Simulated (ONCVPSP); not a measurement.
**Before and after: ONCV potential for rhenium (Re)**

- Element: Re (Z = 75)
- Generator: ONCVPSP 4.0.1
- Type: optimised norm-conserving Vanderbilt (ONCV)
- Functional: LDA (Perdew-Wang 92)
- Relativity: scalar-relativistic
- Frozen core: [Kr] 4d10 4f14
- Valence charge: 15
- Reference configuration: 5s2 5p6 5d5 6s1.5 (charge +0.5)
- Partial waves: 5s+6s: rc 1.65 bohr, ncon 4, nbas 8, qcut 8.6 1/bohr, 2 projectors; 5p: rc 2.05 bohr, ncon 5, nbas 10, qcut 5.6 1/bohr, 3 projectors, debl 3.5 Ha; 5d: rc 1.65 bohr, ncon 3, nbas 6, qcut 5.4 1/bohr, local; f scattering state at 0.42 Ha: rc 2.00 bohr, ncon 4, nbas 9, qcut 6.4 1/bohr, 2 projectors, debl 0.9 Ha
- Local potential: the d channel
- Core correction: Teter function, fcfact 3.5, rcfact 1.05

Change: core correction Teter function, fcfact 6.5, rcfact 1.05.

Cutoffs: the cutoffs (Ha) at which the residual kinetic energy of the hardest occupied pseudo-wave falls to 1 and 0.1 mHa per electron; they do not see the model core or the augmentation charge, which bear on the density cutoff. Errors are all-electron minus pseudo energies relative to the spin-unpolarised reference configuration.

Question: Predict the effect on cutoff, ghosts and configuration errors.

Answer: The potential gets neither clearly harder nor softer (24 Ha and 39 Ha → 24 Ha and 39 Ha); the errors of the 4 common tests hardly move; neither file shows a bound ghost. A model core, the more so a compact one, raises the density cutoff, which this test does not measure.

```csv
quantity,base,changed
"cutoff, loose",24 Ha,24 Ha
"cutoff, tight",39 Ha,39 Ha
bound ghosts,none,none
GHOST(+) flags under 300 eV,none,none
"error for 5s2 5p6 5d5 6s2, meV [ΔE -3.90 eV]",+1.3,+1.3
"error for 5s2 5p6 5d5 6s1, meV [ΔE 5.61 eV]",-1.7,-1.7
"error for 5s2 5p6 5d5 6s0, meV [ΔE 22.28 eV]",-6.3,-6.6
"error for 5s2 5p6 5d4 6s2, meV [ΔE 6.29 eV]",+0.3,+0.1
s: phases at 1.68 bohr within 0.05 rad from the reference energy up to (Ha; the scan ends near 5),to the end of the scan,to the end of the scan
p: phases at 2.08 bohr within 0.05 rad from the reference energy up to (Ha; the scan ends near 5),to the end of the scan,to the end of the scan
d: phases at 1.68 bohr within 0.05 rad from the reference energy up to (Ha; the scan ends near 5),4.1,4.1
f: phases at 2.03 bohr within 0.05 rad from the reference energy up to (Ha; the scan ends near 5),4.9,4.9
"rms error of d²Exc/dni dnj with the model core, mHa",4.52,3.34
```
